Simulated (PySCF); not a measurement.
Radial density of Ag⁺ (silver, charge +1)

UHF, [Kr] 4d9 5p1, one real determinant (an excited configuration). Calculation: PySCF 2.14, in def2-QZVPPD with the def2 core potential (28 electrons); a scalar-relativistic core potential. This is the valence pseudo-density: the core potential removes the inner electrons and smooths the orbitals near the nucleus.

```json
{"r (bohr)": "0.0168", "4πr²ρ (e/bohr)": "1.548e-05", "4πr²(ρα − ρβ)": "0.0000"}
{"r (bohr)": "0.0283", "4πr²ρ (e/bohr)": "3.868e-05", "4πr²(ρα − ρβ)": "0.0000"}
{"r (bohr)": "0.0476", "4πr²ρ (e/bohr)": "8.691e-05", "4πr²(ρα − ρβ)": "0.0000"}
{"r (bohr)": "0.0800", "4πr²ρ (e/bohr)": "0.0002829", "4πr²(ρα − ρβ)": "0.0000"}
{"r (bohr)": "0.135", "4πr²ρ (e/bohr)": "0.002736", "4πr²(ρα − ρβ)": "0.0002"}
{"r (bohr)": "0.226", "4πr²ρ (e/bohr)": "0.04183", "4πr²(ρα − ρβ)": "0.0030"}
{"r (bohr)": "0.381", "4πr²ρ (e/bohr)": "0.9493", "4πr²(ρα − ρβ)": "0.0499"}
{"r (bohr)": "0.640", "4πr²ρ (e/bohr)": "11.49", "4πr²(ρα − ρβ)": "0.4879"}
{"r (bohr)": "1.08", "4πr²ρ (e/bohr)": "16.27", "4πr²(ρα − ρβ)": "0.8961"}
{"r (bohr)": "1.81", "4πr²ρ (e/bohr)": "3.820", "4πr²(ρα − ρβ)": "0.4336"}
{"r (bohr)": "3.05", "4πr²ρ (e/bohr)": "0.5630", "4πr²(ρα − ρβ)": "0.3561"}
{"r (bohr)": "5.13", "4πr²ρ (e/bohr)": "0.1332", "4πr²(ρα − ρβ)": "0.1317"}
{"r (bohr)": "8.62", "4πr²ρ (e/bohr)": "0.002109", "4πr²(ρα − ρβ)": "0.0021"}
```

⟨L²⟩ = 8.04 against 12 for a pure F term, so this real determinant mixes terms. Energies and moments cover only the electrons outside the core potential.
